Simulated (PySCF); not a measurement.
Computed IR spectrum (relative IR intensity) of a molecule CH8FNSi2. Geometry optimised at PBE0-D3(BJ)/def2-SVP. Other conformers were not sampled. Computed with PySCF with PBE0-D3(BJ)/def2-SVP. Frequencies are harmonic and unscaled.

Lines under 2 % of the strongest are left out, and lines within 2 cm⁻¹ are merged.

ν (cm⁻¹): 99 (vw), 145 (vw), 182 (vw), 294 (w), 312 (w), 640 (m), 730 (m), 750 (m), 787 (m), 836 (w), 864 (w), 901 (vs), 932 (w), 943 (s), 950 (w), 962 (m), 1066 (w), 1237 (w), 1642 (w), 2212 (m), 2238 (s), 2241 (w), 2250 (m), 2273 (m), 2976 (w), 3617 (vw) (against the strongest line: vs over 80 %, s over 45 %, m over 15 %, w over 4 %, vw less)

### Question
Which structure fits?
A. C[Si@H](N)[SiH2]F
B. N[SiH2][SiH2]CF
C. N[C@H]([SiH3])[SiH2]F
D. CN([SiH3])[SiH2]F

### Answer
C, N[C@H]([SiH3])[SiH2]F
